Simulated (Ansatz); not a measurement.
Steps of a relaxation of CH$_{7}$AlSi$_{2}$ (`[CH3][Al]1[SiH2][SiH2]1`) with RKS PBE0-D4/def2-TZVP.

```sh
$ ansatz run in.yaml --threads 2 --pin off --events-out ev --progress --plain --max-ram 4352MiB
```

```yaml
crystal:
  periodic: [false, false, false]
  atoms:
    - {symbol: C, position_ang: [-1.276961, 2.010604, -0.612247]}
    - {symbol: Al, position_ang: [-0.242448, 0.406926, -0.146990]}
    - {symbol: Si, position_ang: [0.297486, -1.357148, 1.436454]}
    - {symbol: Si, position_ang: [1.417833, -1.288598, -0.636805]}
    - {symbol: H, position_ang: [-0.786103, 2.618045, -1.398926]}
    - {symbol: H, position_ang: [-1.428481, 2.646074, 0.285782]}
    - {symbol: H, position_ang: [-2.285432, 1.719746, -0.977218]}
    - {symbol: H, position_ang: [-0.254859, -2.565940, 2.154554]}
    - {symbol: H, position_ang: [1.158151, -0.562545, 2.402736]}
    - {symbol: H, position_ang: [2.881871, -1.514359, -0.933791]}
    - {symbol: H, position_ang: [0.584343, -2.169906, -1.553150]}
basis:
  gaussian: {orbitals: def2-TZVP}
hamiltonian: {xc: pbe0, dispersion: d4}
relax: {f_tol: 0.005, max_steps: 150}
```

Positions (Å) and forces (eV/Å) along the path, 7 of 7 steps:

```xyz
11
step=1 energy=-23492.2593 eV
C    -1.277    2.011   -0.612   -0.180    0.247   -0.063
Al   -0.242    0.407   -0.147   -0.041    0.037    0.006
Si    0.297   -1.357    1.436    0.137   -0.004    0.098
Si    1.418   -1.289   -0.637   -0.027   -0.190   -0.057
H    -0.786    2.618   -1.399   -0.239   -0.293    0.384
H    -1.428    2.646    0.286    0.078   -0.294   -0.428
H    -2.285    1.720   -0.977    0.476    0.133    0.166
H    -0.255   -2.566    2.155    0.105    0.266   -0.161
H     1.158   -0.563    2.403   -0.169   -0.156   -0.197
H     2.882   -1.514   -0.934   -0.315    0.061    0.062
H     0.584   -2.170   -1.553    0.176    0.194    0.190
11
step=2 energy=-23492.2897 eV
C    -1.270    1.998   -0.608   -0.050    0.061   -0.016
Al   -0.243    0.402   -0.143   -0.032    0.063   -0.010
Si    0.300   -1.350    1.428    0.028   -0.025    0.058
Si    1.409   -1.285   -0.630    0.015   -0.058   -0.045
H    -0.784    2.596   -1.388   -0.061   -0.087    0.106
H    -1.418    2.631    0.278    0.024   -0.090   -0.118
H    -2.268    1.711   -0.968    0.136    0.033    0.049
H    -0.258   -2.543    2.137    0.029    0.069   -0.042
H     1.153   -0.563    2.385   -0.045   -0.034   -0.054
H     2.860   -1.500   -0.927   -0.083    0.016    0.023
H     0.585   -2.152   -1.542    0.040    0.053    0.049
11
step=3 energy=-23492.2921 eV
C    -1.267    1.993   -0.606    0.005   -0.006    0.000
Al   -0.241    0.404   -0.141   -0.007    0.003    0.004
Si    0.300   -1.349    1.426   -0.006    0.001   -0.009
Si    1.406   -1.283   -0.630    0.002    0.000    0.007
H    -0.783    2.586   -1.384    0.003    0.003   -0.004
H    -1.414    2.624    0.275   -0.001    0.004    0.005
H    -2.261    1.705   -0.964   -0.004   -0.004   -0.001
H    -0.257   -2.538    2.133    0.000    0.000    0.003
H     1.149   -0.560    2.376    0.005    0.001    0.001
H     2.852   -1.497   -0.922    0.002   -0.003   -0.003
H     0.581   -2.143   -1.542    0.002    0.002   -0.004
11
step=4 energy=-23492.2921 eV
C    -1.267    1.993   -0.606    0.001   -0.002   -0.001
Al   -0.242    0.404   -0.139    0.003    0.003    0.004
Si    0.299   -1.350    1.426   -0.001   -0.002   -0.005
Si    1.406   -1.283   -0.629   -0.001   -0.001    0.002
H    -0.783    2.585   -1.385    0.000    0.000   -0.001
H    -1.414    2.625    0.275   -0.001    0.001    0.001
H    -2.261    1.704   -0.964   -0.002   -0.001    0.000
H    -0.258   -2.537    2.134    0.000   -0.001    0.002
H     1.151   -0.561    2.375    0.001    0.002    0.000
H     2.852   -1.498   -0.922    0.001    0.000    0.001
H     0.582   -2.139   -1.544   -0.001    0.001   -0.003
11
step=5 energy=-23492.2922 eV
C    -1.267    1.992   -0.606   -0.003    0.003   -0.001
Al   -0.241    0.405   -0.137    0.006    0.000    0.003
Si    0.298   -1.351    1.426   -0.001   -0.003   -0.002
Si    1.406   -1.283   -0.629    0.000   -0.001    0.000
H    -0.783    2.583   -1.387   -0.002   -0.001    0.002
H    -1.414    2.626    0.273    0.000   -0.001   -0.003
H    -2.261    1.702   -0.963    0.001    0.002    0.000
H    -0.259   -2.537    2.137    0.000    0.000    0.001
H     1.151   -0.561    2.373    0.001    0.001   -0.002
H     2.852   -1.500   -0.920    0.000    0.001    0.002
H     0.582   -2.135   -1.548   -0.001    0.000    0.000
11
step=6 energy=-23492.2922 eV
C    -1.267    1.992   -0.606   -0.004    0.005    0.000
Al   -0.239    0.408   -0.132    0.004   -0.006    0.001
Si    0.296   -1.354    1.425    0.005    0.004    0.003
Si    1.406   -1.282   -0.628   -0.004   -0.006   -0.003
H    -0.785    2.581   -1.389   -0.002   -0.001    0.003
H    -1.414    2.629    0.271    0.000   -0.002   -0.004
H    -2.260    1.698   -0.961    0.003    0.002    0.001
H    -0.261   -2.537    2.141    0.000    0.000   -0.002
H     1.155   -0.563    2.367   -0.002    0.000    0.002
H     2.853   -1.501   -0.916   -0.001    0.001    0.002
H     0.582   -2.129   -1.552    0.002    0.003   -0.002
11
step=7 energy=-23492.2922 eV
C    -1.267    1.992   -0.606   -0.002    0.001    0.000
Al   -0.239    0.408   -0.132    0.001    0.000    0.002
Si    0.296   -1.353    1.426   -0.002    0.000    0.000
Si    1.406   -1.283   -0.628    0.001    0.000   -0.002
H    -0.785    2.580   -1.390    0.000    0.000    0.000
H    -1.414    2.629    0.271    0.000    0.000    0.000
H    -2.261    1.698   -0.960    0.000    0.000    0.000
H    -0.261   -2.537    2.141    0.000    0.000    0.000
H     1.155   -0.563    2.368    0.000   -0.001   -0.001
H     2.852   -1.502   -0.915   -0.001    0.000   -0.001
H     0.582   -2.127   -1.555    0.001   -0.001    0.002
```

It took 33 s on 2 threads of an Arm Neoverse V2 on a shared host, with 0.46 GiB of host memory at the peak.
